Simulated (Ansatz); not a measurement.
Geometry optimisation, RKS r2SCAN-D4/def2-SVP (Ansatz 0.2.0).

The input (input.yaml):

```yaml
crystal:
  periodic: [false, false, false]
  atoms:
    - { symbol: "N", position_ang: [-0.2139, 1.3902, -1.1776] }
    - { symbol: Al, position_ang: [-0.1051, 0.0, 0.0637] }
    - { symbol: "N", position_ang: [1.3447, -1.1998, -0.0593] }
    - { symbol: O, position_ang: [-1.2914, -0.2042, 1.3721] }
    - { symbol: H, position_ang: [0.58849, 1.31786, -1.86979] }
    - { symbol: H, position_ang: [0.00415, 2.33689, -0.63501] }
    - { symbol: H, position_ang: [1.8909, -1.1642, 0.8819] }
    - { symbol: H, position_ang: [1.0167, -2.1443, -0.1506] }
    - { symbol: H, position_ang: [-1.0246, 0.3408, 2.1773] }
basis:
  gaussian: { orbitals: def2-SVP }
hamiltonian:
  xc: r2scan
  dispersion: d4
relax:
  f_tol: 0.015
  max_steps: 40
```

Launched with:

```bash
$ ansatz run input.yaml --threads 2 --pin off --max-ram 3072MiB --backend cpu --events-out ev --progress --plain --runs-dir out
```

Q: Where does it end, and by what steps?

A: It converged. The force dipped under the threshold on the way, but the program's further checks kept it going. After 16 steps the energy has fallen by 1.202 eV; H7 moved furthest, 1.35 Å.

```
step  energy less start (eV)  largest force component (eV/Å)  accepted
   0                  0.0000                           2.272       yes
   1                 -0.4438                           1.750       yes
   2                 -0.7415                           0.946       yes
   3                 -0.8953                           0.375       yes
   4                 -0.9720                           0.299       yes
   5                 -1.0428                           0.476       yes
   6                 -1.1182                           0.492       yes
   7                 -1.1758                           0.192       yes
   8                 -1.1988                           0.139       yes
   9                 -1.1989                           0.218       yes
  10                 -1.2005                           0.180       yes
  11                 -1.2015                           0.005       yes
  12                 -1.2016                           0.050       yes
  13                 -1.2017                           0.039       yes
  14                 -1.2018                           0.032       yes
  15                 -1.2018                           0.027        no
  16                 -1.2019                           0.005       yes
```

```xyz
9
Properties=species:S:1:pos:R:3
N 0.202 1.457 -0.946
Al 0.038 0.137 0.220
N 1.144 -1.252 0.197
O -1.232 0.281 1.351
H 0.887 1.528 -1.690
H -0.404 2.271 -0.961
H 1.917 -1.370 -0.449
H 1.108 -2.051 0.820
H -1.449 -0.328 2.059
```

The run took 45 s on 2 threads of Arm Neoverse V1, with other jobs on the host, peak memory 0.14 GiB.
